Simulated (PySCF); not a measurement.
**H₂WS: from structure and modes to constants**

All numbers come from UPBE0 in PySCF with W def2-TZVP with ECP60, S def2-TZVP, H def2-TZVP; scalar-relativistic core potentials, no spin–orbit coupling; density-fitted integrals.

The triplet minimum has C2v symmetry. Masses (u): W 183.95093, S 31.97207, H 1.00782.

```xyz
4
charge 0 multiplicity 3, angstrom
W     0.0000    0.0000   -0.3006
S     0.0000    0.0000    1.7968
H     1.5589    0.0000   -1.0665
H    -1.5589    0.0000   -1.0665
```

Harmonic wavenumbers (cm⁻¹): 261.4 (b1, ×1), 412.2 (b2, ×1), 552.7 (a1, ×1), 830.0 (a1, ×1), 1898.5 (b2, ×1), 1926.0 (a1, ×1).

Question: Find the principal moments of inertia and the rotational constants. What kind of rotor is it?

Answer: About the centre of mass I = 4.8987, 122.14, 127.04 u Å². With B = 16.8576/I this gives 3.441, 0.138, 0.1327 cm⁻¹. The molecule is an asymmetric top with κ = -1.00.

Question: Find the vibrational entropy and heat capacity at 298.15 K.

Answer: With u = 1.43878 ω/T, each mode gives S = R[u/(eᵘ−1) − ln(1−e⁻ᵘ)] and C = R u² eᵘ/(eᵘ−1)².
```csv
ω (cm⁻¹),u,S (J/(mol K)),C (J/(mol K))
261.4,1.261,6.91,7.29
412.2,1.989,3.84,6.04
552.7,2.667,2.25,4.74
830.0,4.005,0.77,2.52
1898.5,9.162,0.01,0.07
1926.0,9.294,0.01,0.07
```
The sums over all modes are S = 13.8 and C = 20.7 J/(mol K); the softest mode gives 50 % of the entropy.

Question: Give the standard entropy (298.15 K, 1 bar) by its translational, rotational, vibrational and spin parts, and Cp.

Answer: Sackur–Tetrode with M = 217.94 u gives 176.0; rotation with symmetry number 2 gives 89.5; vibration 13.8; spin R ln 3 = 9.1. The total is 288.4 J/(mol K), and Cp = 4 R + 20.7 = 54.0 J/(mol K).

This need not be the most stable arrangement of these atoms. With open d or f shells other occupations or spin states may lie lower. No spin–orbit coupling is included, which matters more the heavier the element.
